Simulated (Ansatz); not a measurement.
CH8BNOSi can be A, `CNB[SiH2]O`, or B, `BN[SiH2]OC`.

Isolated molecules relaxed with PBE0-D4/def2-TZVP in Ansatz; ΔE leaves out vibrations. CCSD(T)/CBS adds triple-zeta CCSD(T) − MP2 to the extrapolated MP2 energy (def2 sets, frozen cores). DFT in def2-TZVPP. B3LYP here is the variant with VWN-RPA as its local correlation; programs differ in this. One conformer a species, not always the lowest.

Which isomer does CCSD(T)/CBS put lower? Give the gap. (An estimate is asked.)

Ansatz gave: B, by 12.7 kcal/mol.

Give E(B) − E(A) in kcal/mol with B2PLYP, CCSD(T)/def2-TZVPP, B3LYP-D4, r2SCAN-D4, PBE0-D4, MP2/def2-TZVPP, CCSD/def2-TZVPP. (Best estimate.)

Computed: B2PLYP -13.6, CCSD(T)/def2-TZVPP -12.9, B3LYP-D4 -13.2, r2SCAN-D4 -11.9, PBE0-D4 -10.0, MP2/def2-TZVPP -13.9, CCSD/def2-TZVPP -13.6. None reverses the order clearly.

Largest T1 diagnostic: 0.013.

In def2-TZVPP, CCSD(T) changes the Hartree–Fock value by +6.0 kcal/mol (the triples alone add +0.7 kcal/mol) and MP2 by +5.0 kcal/mol. From PBE to PBE0 (25 % exact exchange), in def2-TZVPP and without D4, E(B) − E(A) moves by −1.9 kcal/mol.
